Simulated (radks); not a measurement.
Question: Coherent X-ray form factor from a spherical all-electron density. Method: Dirac Kohn-Sham, revPBE, spin-unpolarised, spherical densities, point nucleus; computed with a radial shooting solver on a logarithmic mesh with Libxc functionals.

| sin(theta)/lambda (1/angstrom) | f0 (electrons) |
|---|---|
| 0.05 | 49.287 |
| 0.1 | 47.355 |
| 0.15 | 44.686 |
| 0.2 | 41.759 |
| 0.25 | 38.883 |
| 0.3 | 36.187 |
| 0.4 | 31.422 |
| 0.5 | 27.448 |
| 0.6 | 24.239 |
| 0.8 | 19.807 |
| 1 | 16.992 |
| 1.25 | 14.230 |
| 1.5 | 11.732 |
| 2 | 7.941 |

The species is in the configuration that NIST lists as its ground one. Which atom or ion scatters so?

Answer: The tellurium ion Te2+, [Kr] 4d10 5s2 5p2. Extrapolating in s^2 from the first two rows gives f0(0) = 49.9, near the electron count 50; among species with that count, the fall with angle is slower the higher Z, and the table is that of Z = 52; from so few rows the species is fixed only to a neighbour or two.
